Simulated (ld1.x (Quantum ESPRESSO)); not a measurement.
# u(r) = r·R(r): atom against pseudo-atom (B (Z = 5))

Columns: radius, all-electron u(r) and pseudo u(r) of the 2p shell (level -3.56 eV) of boron in the configuration [He] 2s2 2p1; PBEsol, non-relativistic, PAW scheme, ld1.x (Quantum ESPRESSO) 7.5.

```json
{"r (bohr)": "0.118", "all-electron": "0.0360", "pseudo": "0.0086"}
{"r (bohr)": "0.236", "all-electron": "0.1114", "pseudo": "0.0338"}
{"r (bohr)": "0.354", "all-electron": "0.1978", "pseudo": "0.0741"}
{"r (bohr)": "0.472", "all-electron": "0.2822", "pseudo": "0.1268"}
{"r (bohr)": "0.590", "all-electron": "0.3584", "pseudo": "0.1887"}
{"r (bohr)": "0.708", "all-electron": "0.4245", "pseudo": "0.2560"}
{"r (bohr)": "0.826", "all-electron": "0.4804", "pseudo": "0.3250"}
{"r (bohr)": "0.944", "all-electron": "0.5267", "pseudo": "0.3917"}
{"r (bohr)": "1.062", "all-electron": "0.5631", "pseudo": "0.4531"}
{"r (bohr)": "1.180", "all-electron": "0.5902", "pseudo": "0.5063"}
{"r (bohr)": "1.298", "all-electron": "0.6090", "pseudo": "0.5495"}
{"r (bohr)": "1.416", "all-electron": "0.6204", "pseudo": "0.5818"}
{"r (bohr)": "1.534", "all-electron": "0.6256", "pseudo": "0.6032"}
{"r (bohr)": "1.652", "all-electron": "0.6253", "pseudo": "0.6143"}
{"r (bohr)": "1.770", "all-electron": "0.6206", "pseudo": "0.6165"}
{"r (bohr)": "1.888", "all-electron": "0.6122", "pseudo": "0.6115"}
{"r (bohr)": "2.006", "all-electron": "0.6008", "pseudo": "0.6012"}
{"r (bohr)": "2.124", "all-electron": "0.5870", "pseudo": "0.5873"}
{"r (bohr)": "2.242", "all-electron": "0.5712", "pseudo": "0.5713"}
{"r (bohr)": "2.360", "all-electron": "0.5541", "pseudo": "0.5541"}
{"r (bohr)": "2.478", "all-electron": "0.5359", "pseudo": "0.5359"}
{"r (bohr)": "2.596", "all-electron": "0.5169", "pseudo": "0.5169"}
{"r (bohr)": "2.714", "all-electron": "0.4975", "pseudo": "0.4975"}
{"r (bohr)": "2.832", "all-electron": "0.4778", "pseudo": "0.4778"}
{"r (bohr)": "2.950", "all-electron": "0.4580", "pseudo": "0.4580"}
{"r (bohr)": "3.068", "all-electron": "0.4384", "pseudo": "0.4384"}
```

(1) How many radial nodes do the two functions have?

(2) At about which radius was the pseudo-wave matched?

(3) Where does each function peak?

(4) Is the pseudo-wave norm-conserving?

## Answers

(1) The all-electron 2p function has n − l − 1 = 0; the pseudo-wave has 0.

(2) 2.36 bohr. The columns agree to 0.0005 from 2.01 bohr on; several derivatives are matched, so the curves merge somewhat inside the radius.

(3) Outermost all-electron maximum near 1.53 bohr, pseudo maximum near 1.77 bohr (to the table’s step).

(4) No, it belongs to a PAW set: the norm inside the radius is not constrained, and the difference is carried by the augmentation charge.
